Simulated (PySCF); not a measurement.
Two species compared at the same levels of theory.

First species: C8H8FP.
Atom-mapped SMILES: `[CH2:1]=[CH:2][c:3]1[cH:4][cH:5][c:6]([CH3:7])[c:8]([F:9])[p:10]1` (hydrogens: H11, H12 on C1; H13 on C2; H14 on C4; H15 on C5; H16, H17, H18 on C7)

Structure used (GFN2-xTB), in Å, numbered top down from 1:
```
atom  x, y, z in Å
C1     3.5578    0.3331    0.9766
C2     2.7136   -0.2726    0.1493
C3     1.2718   -0.0765    0.1248
C4     0.5242   -0.7919   -0.8053
C5    -0.8472   -0.7241   -0.9494
C6    -1.6725    0.0849   -0.1735
C7    -3.1523    0.1045   -0.4115
C8    -1.1094    0.8828    0.8063
F9    -1.9505    1.6624    1.5391
P10    0.5581    1.0447    1.2678
H11    4.6163    0.1424    0.9446
H12    3.2150    1.0409    1.7148
H13    3.0950   -0.9780   -0.5796
H14    1.0638   -1.4579   -1.4681
H15   -1.3141   -1.3350   -1.7090
H16   -3.6864    0.4076    0.4855
H17   -3.3905    0.8165   -1.2024
H18   -3.5015   -0.8775   -0.7219
```

Second species: C2H13NOSi3.
SMILES: `C[SiH2][Si@](C)(O)[SiH2]N`

Levels: PBE0/pcSseg-1 for dipole moment, HOMO energy, LUMO energy and HOMO–LUMO gap; GFN2-xTB for rotational constant A and rotational constant C. Geometries: GFN2-xTB. All species are isolated and taken at one optimised geometry, non-relativistic unless stated; the electronic structure was computed with PySCF and density fitting.

Dipoles, sizes and rotational constants follow the conformer. The torsions of the flexible species, by atom-mapped SMILES:
- `[CH2:1]=[CH:2][c:3]1[cH:4][cH:5][c:6]([CH3:7])[c:8]([F:9])[p:10]1`: C1–C2–C3–C4 180°
- `[CH3:1][SiH2:2][Si@:3]([CH3:4])([OH:5])[SiH2:6][NH2:7]`: C1–Si2–Si3–C4 -73°, Si2–Si3–Si6–N7 3°, H–O5–Si3–Si2 169°, H–N7–Si6–Si3 -174°, H–N7–Si6–Si3 49°

```csv
property,column X,column Y
dipole moment,1.26 D,2.59 D
HOMO energy,-7.08 eV,-6.68 eV
LUMO energy,-0.68 eV,-2.04 eV
HOMO–LUMO gap,6.40 eV,4.64 eV
rotational constant A,1.409 GHz,2.370 GHz
rotational constant C,0.806 GHz,0.615 GHz
```

Problem. Which column belongs to which species?

Solution. Column X is the second species and column Y the first. The first has 18 atoms and 80 electrons, the second 20 and 82.

Problem. How does each property change from the first species to the second?

Solution. dipole moment -1.33 D; HOMO energy -0.40 eV; LUMO energy +1.36 eV; HOMO–LUMO gap +1.76 eV; rotational constant A -0.961 GHz; rotational constant C +0.191 GHz.

On the first: The dipole matches unit charges of opposite sign 0.54 Å apart (1 e·Å = 4.8032 D). GFN2-xTB frequencies show an imaginary mode (37i cm⁻¹), so this geometry is no minimum at that level.

On the second: In atomic units the dipole is 0.50 e·bohr (1 au = 2.5417 D). A dipole of 1.26 D is allowed in C1, and pure rotational transitions are dipole-allowed.
